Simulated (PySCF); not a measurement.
# `C=C(Cl)/C(Cl)=C/OC`, C$_{5}$H$_{6}$Cl$_{2}$O

Geometry:
```
atom   x (Å)   y (Å)   z (Å)
  C1   2.838  -0.245   0.660
  C2   1.714   0.410   0.345
 Cl3   1.808   2.120  -0.003
  C4   0.376  -0.170   0.259
 Cl5   0.236  -1.863   0.598
  C6  -0.739   0.518  -0.061
  O7  -1.940  -0.051  -0.127
  C8  -3.013   0.793  -0.468
  H9   3.794   0.276   0.700
 H10   2.798  -1.312   0.881
 H11  -0.665   1.588  -0.278
 H12  -3.917   0.173  -0.473
 H13  -3.138   1.604   0.270
 H14  -2.876   1.234  -1.470
```

Theory: quadratic response CAM-B3LYP/aug-cc-pVDZ first hyperpolarisability, Taylor convention, gas phase (PySCF 2.14.0). Geometry: PBE0-D3(BJ)/def2-SVP.

Problem. Give the tensor of the second harmonic β(−2ω;ω,ω) at 1064 nm in the axes of these coordinates.

Solution. In au, Taylor convention; rows are the first index (the induced dipole):
|  | xx | yy | zz | xy | xz | yz |
| --- | --- | --- | --- | --- | --- | --- |
| x | -648.1 | +47.0 | -32.8 | -94.3 | -73.3 | -26.5 |
| y | -57.8 | -49.6 | -28.0 | +41.4 | -18.9 | +6.6 |
| z | -81.7 | +7.2 | +4.1 | -24.5 | -30.4 | -30.2 |

Norm of βᵢ = ⅓ Σⱼ (βᵢⱼⱼ + βⱼᵢⱼ + βⱼⱼᵢ): 659.3 au, hyper-Rayleigh value 279.4 au.
